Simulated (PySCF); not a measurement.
The dipole of `C[SiH2]N[SiH3]` from its density and from atomic charges.

Coordinates (PBE0-D3(BJ)/def2-SVP, Å) and charges (e) from the PBE0/pcSseg-1 density (PySCF):

| atom | x | y | z | Mulliken | IAO | Hirshfeld | ESP-fitted |
| --- | --- | --- | --- | --- | --- | --- | --- |
| C1 | -2.216 | 0.048 | -0.041 | -0.6360 | -0.7318 | -0.2159 | -0.6850 |
| Si2 | -0.656 | -0.988 | 0.059 | +0.7517 | +0.8975 | +0.3760 | +0.8121 |
| N3 | 0.754 | -0.032 | 0.438 | -0.8522 | -0.9287 | -0.3282 | -0.8274 |
| Si4 | 2.205 | 0.212 | -0.489 | +0.6216 | +0.7331 | +0.3453 | +0.5164 |
| H5 | -2.109 | 0.845 | -0.793 | +0.1443 | +0.1549 | +0.0435 | +0.1697 |
| H6 | -3.078 | -0.580 | -0.320 | +0.1415 | +0.1557 | +0.0447 | +0.1567 |
| H7 | -2.444 | 0.520 | 0.928 | +0.1391 | +0.1507 | +0.0420 | +0.1624 |
| H8 | -0.861 | -2.053 | 1.095 | -0.1078 | -0.1514 | -0.0929 | -0.1926 |
| H9 | -0.382 | -1.644 | -1.255 | -0.1041 | -0.1340 | -0.0818 | -0.1550 |
| H10 | 0.767 | 0.370 | 1.372 | +0.2234 | +0.2627 | +0.1186 | +0.3768 |
| H11 | 2.594 | 1.658 | -0.492 | -0.1090 | -0.1379 | -0.0860 | -0.1159 |
| H12 | 1.931 | -0.232 | -1.887 | -0.1022 | -0.1221 | -0.0757 | -0.0895 |
| H13 | 3.381 | -0.555 | 0.036 | -0.1103 | -0.1487 | -0.0895 | -0.1287 |

Problem. Form Σ q r in debye for every column and set it beside the full dipole.

Solution. The full density gives (-0.63, 0.63, 0.76) D, 1.17 D in size; dipole vectors point from the negative to the positive end.

| scheme | μx | μy | μz | size (D) | share of the full size (%) | angle to the full dipole (°) |
| --- | --- | --- | --- | --- | --- | --- |
| Mulliken | 0.07 | -0.59 | -0.36 | 0.69 | 59 | 148 |
| IAO | 0.29 | -0.52 | -0.28 | 0.66 | 56 | 160 |
| Hirshfeld | -0.27 | 0.14 | 0.26 | 0.40 | 34 | 14 |
| ESP-fitted | -0.63 | 0.61 | 0.72 | 1.14 | 97 | 2 |

Problem. Which set comes closest?

Solution. Length of the difference vector: ESP-fitted 0.05 D, Hirshfeld 0.79 D, Mulliken 1.80 D, IAO 1.80 D. Closest: ESP-fitted. 

Problem. What is left for the Hirshfeld atoms' own dipoles?

Solution. The shares of the density sum to the whole, so what Σ q r misses lies in dipoles about the nuclei. The atomic dipoles sum to (-0.63, 0.63, 0.76) − (-0.27, 0.14, 0.26) = (-0.36, 0.49, 0.50) D, 0.79 D in size.

Problem. With the origin at the mean of the coordinates, (-0.009, -0.187, -0.104) Å, which are the largest single terms, by size, of the Mulliken dipole along the direction of the full one?

Solution. C1 -4.15, Si4 -3.68, H7 +1.58, H12 +1.10, H13 +1.02 D; all 13 atoms together -0.59 D. The single terms depend on the origin, their sum doesn't.

Problem. Give the size of the full dipole in other units.

Solution. 1.17 D = 0.461 au = 0.244 e·Å = 3.91 × 10⁻³⁰ C·m.

Isolated species at its PBE0-D3(BJ)/def2-SVP geometry (one conformer only).

The values belong to the conformer `[CH3:1][SiH2:2][NH:3][SiH3:4]`: C1–Si2–N3–Si4 -119°.
